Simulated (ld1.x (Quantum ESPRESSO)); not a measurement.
## Scattering properties, RRKJ potential for silicon (Si)

```json
{
  "Element": "Si",
  "Generator": "ld1.x (Quantum ESPRESSO) 7.5",
  "Type": "norm-conserving RRKJ (Kleinman–Bylander form)",
  "Functional": "PBE",
  "Relativity": "scalar-relativistic",
  "Frozen core": "[Ne]",
  "Valence charge": "4",
  "Reference configuration": "3s1 3p3",
  "Partial waves": "3p (bound): rc 1.70 bohr; 3s (bound): rc 1.80 bohr",
  "Local potential": "the s channel",
  "Core correction": "Bessel-smoothed model core, default radius (core density twice the valence density)"
}
```

The phase is arctan(r·u′/u) with u = r·R(r), unwrapped; energies in Ry, scanned from -3 to 5 Ry. A pole is an energy at which the radial function vanishes at the test radius. The pseudo phase is shifted by a multiple of π to meet the all-electron one at the reference energy, and phase errors are pseudo minus all-electron; the curves can meet again beyond the range given. Levels narrower than the energy grid can be missing from the lists of poles.

Q: For each channel, where are the poles, and over which energies does the pseudopotential scatter like the atom?

A:

```json
{"channel": "s", "radius (bohr)": "1.95", "reference energy (Ry)": "-0.85", "poles, all-electron": "2.31", "poles, pseudo": "2.12", "unbroken range about the reference energy with phases within 0.05 rad": "below 3.9", "phase error 1 Ry above the reference energy (rad)": "-0.005"}
{"channel": "p", "radius (bohr)": "1.95", "reference energy (Ry)": "-0.34", "poles, all-electron": "3.27", "poles, pseudo": "2.90", "unbroken range about the reference energy with phases within 0.05 rad": "below 3.8", "phase error 1 Ry above the reference energy (rad)": "-0.013"}
```

Phases in the s channel:

```json
{"E (Ry)": "-3.00", "all-electron": "1.124", "pseudo": "1.121"}
{"E (Ry)": "-2.52", "all-electron": "1.035", "pseudo": "1.031"}
{"E (Ry)": "-2.04", "all-electron": "0.886", "pseudo": "0.882"}
{"E (Ry)": "-1.56", "all-electron": "0.603", "pseudo": "0.600"}
{"E (Ry)": "-1.08", "all-electron": "0.048", "pseudo": "0.047"}
{"E (Ry)": "-0.60", "all-electron": "-0.642", "pseudo": "-0.643"}
{"E (Ry)": "-0.12", "all-electron": "-1.061", "pseudo": "-1.065"}
{"E (Ry)": "0.36", "all-electron": "-1.272", "pseudo": "-1.278"}
{"E (Ry)": "0.84", "all-electron": "-1.392", "pseudo": "-1.401"}
{"E (Ry)": "1.32", "all-electron": "-1.470", "pseudo": "-1.480"}
{"E (Ry)": "1.80", "all-electron": "-1.525", "pseudo": "-1.539"}
{"E (Ry)": "2.28", "all-electron": "-1.569", "pseudo": "-1.586"}
{"E (Ry)": "2.76", "all-electron": "-1.605", "pseudo": "-1.628"}
{"E (Ry)": "3.24", "all-electron": "-1.637", "pseudo": "-1.668"}
{"E (Ry)": "3.72", "all-electron": "-1.668", "pseudo": "-1.711"}
{"E (Ry)": "4.20", "all-electron": "-1.699", "pseudo": "-1.761"}
{"E (Ry)": "4.68", "all-electron": "-1.733", "pseudo": "-1.826"}
```
